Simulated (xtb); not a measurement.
C₆H₁₀O, SMILES O=C1CCCCC1. All values are semi-empirical tight-binding results from xtb (GFN2-xTB unless named), good for trends rather than for accurate numbers. The structure is a stationary point at GFN2-xTB. Other conformers were not sampled.

```
Property                                       Result
--------------------------------------  -------------
point group as xtb finds it                        Cs
orbital gap                                   3.83 eV
dipole moment                                  3.53 D
zero-point energy                       93.3 kcal/mol
G − E(el) at 298.15 K (modified RRHO)   74.2 kcal/mol
static polarisability (D4 model)           71.3 bohr³
solvation energy, GFN2-xTB/ALPB(water)  -2.9 kcal/mol
solvation energy, GFN2-xTB/ALPB(chcl3)  -7.3 kcal/mol
```

Task: Give the IR lines (harmonic; lines under 4 % of the strongest left out, lines within 3 cm⁻¹ merged). (An estimate is asked for; the answer gives what the named calculation found.)

Result: ν (cm⁻¹): 1121 (w), 1213 (m), 1780 (vs), 2973 (w), 2978 (w), 2986 (m), 2992 (m), 3002 (m) (against the strongest line: vs over 80 %, s over 45 %, m over 15 %, w over 4 %, vw less)
